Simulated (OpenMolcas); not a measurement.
## O2+: effect of the active space

```json
{"Program": "OpenMolcas 26.06", "Method": "SS-CASPT2 or its RAS form, IPEA 0.25 Eh, imaginary shift 0.1 Eh", "Basis": "ANO-RCC", "Scalar Hamiltonian": "DKH2, point nucleus", "Spin-orbit coupling": "RASSI with atomic mean-field integrals over the reference wave functions, term energies averaged over their components"}
```

A. 4 electrons in 8 orbitals (2s 2p 3s 3p); 2S+1 = 3 even, 3 roots; 2S+1 = 1 even, 11 roots; 2S+1 = 5 odd, 1 root; 2S+1 = 3 odd, 9 roots; 2S+1 = 1 odd, 8 roots; closed shells correlated: 1s; CASPT2 step of the order of 17 core-seconds
B. 4 electrons in 9 orbitals (RAS2 2s 2p; RAS3 3d, at most 2 electrons); 2S+1 = 3 even, 6 roots; 2S+1 = 1 even, 11 roots; 2S+1 = 5 odd, 1 root; 2S+1 = 3 odd, 9 roots; 2S+1 = 1 odd, 8 roots; closed shells correlated: 1s; CASPT2 step of the order of 27 core-seconds

Energies in cm⁻¹ above 2s² 2p² ³P₀, the measured ground level; measured values from Moore, Selected Tables of Atomic Spectra, NSRDS-NBS 3, section 11.

```
      Level       A       B  Measured
2s² 2p² ³P₀     0.0     0.0       0.0
2s² 2p² ³P₁     108     104       113
2s² 2p² ³P₂     319     307          
2s² 2p² ¹D₂   20510   20560     20273
2s² 2p² ¹S₀   42770   43460     43186
2s 2p³ ⁵S°₂   58960   59460     60325
2s 2p³ ³D°₁  118720  119850          
2s 2p³ ³D°₂  118730  119850          
2s 2p³ ³D°₃  118730  119850          
2s 2p³ ³P°₀  141940  142570          
2s 2p³ ³P°₁  141940  142570          
2s 2p³ ³P°₂  141950  142570          
2s 2p³ ¹D°₂  187970  187420    187054
2s 2p³ ³S°₁  197060  197730    197088
2s 2p³ ¹P°₁  210550  211930    210462
```

Deviations, from unrounded energies. A percentage is the sum of absolute deviations over the sum of measured energies, with the sign that they share, or ± where signs differ.

```
                        Against measurement  Levels     A     B
             mean absolute deviation (cm-1)       7   440   560
      fine structure of the ground term (%)       1  -4.6  -8.1
other terms of the ground configuration (%)       2  ±1.0  +0.9
                   other configurations (%)       4  ±0.4  ±0.5
```

A lies closest to measurement on these levels. The largest miss of A in the table is 2s 2p³ ⁵S°₂, by -1400 cm-1. The ranking rests on the paired levels alone, and a cruder setting can come out closer through cancelling errors.

Between A and B the level of the table that moves most is 2s 2p³ ¹P°₁, by 1400 cm-1 (lowest in A, highest in B). Moves below CASPT2's spread within the term are not significant.

CASPT2 does not keep the components of a term degenerate, so their means are used; among the terms shown or strongly mixed into the levels shown the widest spread is 55 cm-1 (2s 2p³ ¹D°, A). Active for correlation alone: 3p 3s; no level in the range computed is led by a configuration that fills them, so any true level of that kind is missing (holds for A). Active for correlation alone: 3d; no level in the range computed is led by a configuration that fills it, so any true level of that kind is missing (holds for B). Computed and measured levels are paired by configuration, term and J; levels that our copy of the source lacks, or whose pairing is in doubt (as where it misses far off the trend of its configuration), stay unpaired and out of the deviations. Only configurations of the active space appear. Levels that lie high or do not pair safely by name in every column are left out.

° marks odd parity.
